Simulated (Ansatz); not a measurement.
Coupled-cluster run, C₂H₈OSi, SMILES `CO[SiH2]C`.

```yaml
crystal:
  periodic: [false, false, false]
  atoms:
    - {symbol: C, position_ang: [0.090913, 1.599502, -1.010710]}
    - {symbol: O, position_ang: [0.715314, 0.340310, -1.046324]}
    - {symbol: Si, position_ang: [0.813079, -0.647301, 0.266875]}
    - {symbol: C, position_ang: [-0.854178, -1.277028, 0.813411]}
    - {symbol: H, position_ang: [0.306486, 2.118040, -1.946783]}
    - {symbol: H, position_ang: [0.464358, 2.214361, -0.182192]}
    - {symbol: H, position_ang: [-0.997171, 1.508076, -0.911535]}
    - {symbol: H, position_ang: [1.443101, 0.096371, 1.398528]}
    - {symbol: H, position_ang: [1.691660, -1.767902, -0.148769]}
    - {symbol: H, position_ang: [-1.508818, -0.460020, 1.127203]}
    - {symbol: H, position_ang: [-0.737347, -1.953775, 1.664729]}
    - {symbol: H, position_ang: [-1.350495, -1.825736, 0.009468]}
basis:
  gaussian: {orbitals: def2-SVP}
correlation: {method: ccsd_t}
```

```sh
$ ansatz run in.yaml --threads 4 --pin off --events-out ev --progress --plain
```

Log, shortened:

```
Functional definition: HF
1000 factors; integrals over basis functions are off by at most 1.4e-3 eV
mean field evaluation 1: about -12079.5891 eV, gradient 3.3e1 eV
mean field evaluation 2: about -12079.5918 eV, gradient 3.3e1 eV
mean field evaluation 4: about -12082.2619 eV, gradient 3.8e0 eV
mean field evaluation 8: about -12082.3012 eV, gradient 1.1e-4 eV
mean field -12082.30123968 eV, -444.0163808801 hartree, gradient 1.2e-6 eV, S^2 0.000000; 0 other end points of the search recorded, 0 dependent functions left out
8 core orbitals not correlated: weight in the atoms' cores, before any rotation towards them, 1.000 or more for the frozen orbitals, at most 0.000 for the correlated occupied ones
reference -12082.30123968 eV, -444.0163808801 hartree; 13, 13 occupied and 79, 79 virtual orbitals, 1000 factors
second order -15.63210941 eV of doubles, -0.00000000 eV of singles
cycle   1  -16.57207434 eV  change   -9.4e-1 eV  update   8.7e-2
cycle   2  -17.02182192 eV  change   -4.5e-1 eV  update   2.5e-2
cycle   3  -17.11242831 eV  change   -9.1e-2 eV  update   1.2e-2
cycle   4  -17.11113753 eV  change    1.3e-3 eV  update   2.5e-3
cycle   5  -17.11126336 eV  change   -1.3e-4 eV  update   8.9e-4
cycle   6  -17.11132788 eV  change   -6.5e-5 eV  update   2.5e-4
cycle   7  -17.11124324 eV  change    8.5e-5 eV  update   9.8e-5
cycle   8  -17.11122997 eV  change    1.3e-5 eV  update   3.2e-5
perturbative correction -0.41963856 eV, -0.0154214327 hartree
Total energy: -12099.83210821 eV, -444.6606284160 hartree
```

It took 2.2 s on 4 threads of a server CPU on a shared host, with 0.44 GiB of host memory at the peak.

MP2 recovers 89.2 % of the CCSD(T) correlation energy and the triples give 2.4 %; T1 = 0.0098.
